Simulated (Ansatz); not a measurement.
Isolated molecules relaxed with PBE0-D4/def2-TZVP in Ansatz; ΔE leaves out vibrations. CBS: MP2 limit from def2 TZ/QZ plus the TZ coupled-cluster correction, frozen cores. This one scheme is used for every species. Functionals use def2-TZVPP. One conformer a species, not always the lowest.

Reaction (formal exchange of groups at the Si–Si bond): `C=C[SiH2][SiH2]O` + `C=N` → `N=C[SiH2]O` + `C=C[SiH3]`

`C=C[SiH2][SiH2]O`:

Z-matrix (Å, degrees):
```
Si
C 1 1.861
Si 1 2.342 2 110.4
H 1 1.490 2 110.8 3 120.6
H 1 1.491 2 109.1 3 -119.8
C 2 1.330 1 123.6 3 115.1
H 2 1.089 1 118.1 3 -63.0
O 3 1.657 1 106.1 2 55.9
H 3 1.494 1 111.6 2 177.0
H 3 1.494 1 110.8 2 -64.5
H 6 1.087 2 121.8 1 1.6
H 6 1.087 2 122.1 1 -178.4
H 8 0.958 3 117.6 1 -178.8
```

`C=N`:

Z-matrix (Å, degrees):
```
C
N 1 1.261
H 1 1.096 2 124.9
H 1 1.092 2 118.8 3 -180.0
H 2 1.021 1 111.0 3 -0.0
```

`N=C[SiH2]O`:

Z-matrix (Å, degrees):
```
Si
C 1 1.893
O 1 1.636 2 104.4
H 1 1.487 2 109.9 3 -120.4
H 1 1.487 2 109.9 3 120.4
N 2 1.271 1 114.1 3 0.0
H 2 1.099 1 123.7 3 -180.0
H 3 0.969 1 109.7 2 -0.0
H 6 1.021 2 113.0 1 180.0
```

`C=C[SiH3]`:

Cartesian coordinates in Å:
```
C -0.292 1.024 -1.119
C 0.103 -0.176 -0.701
Si 0.165 -0.657 1.094
H -0.604 1.797 -0.422
H -0.322 1.289 -2.172
H 0.403 -0.907 -1.451
H -0.717 -1.826 1.359
H -0.284 0.496 1.919
H 1.547 -1.039 1.493
```

(1) Is it downhill or uphill in electronic energy at CCSD(T)/CBS, and by how much? (An estimate is asked.)

(2) What do these levels give: r2SCAN-D4, ωB97X-V, ωB97M-V, CCSD/def2-TZVPP, HF/CBS(def2), MP2/CBS(def2)? (Estimate.)

Largest T1 diagnostic among the species: 0.012.

## Answers

(1) Ansatz gave: Downhill: ΔE = -9.0 kJ/mol.

(2) The calculation gave: r2SCAN-D4 -7.2, ωB97X-V -8.3, ωB97M-V -14.5, CCSD/def2-TZVPP -9.1, HF/CBS(def2) -13.4, MP2/CBS(def2) -13.3 kJ/mol.
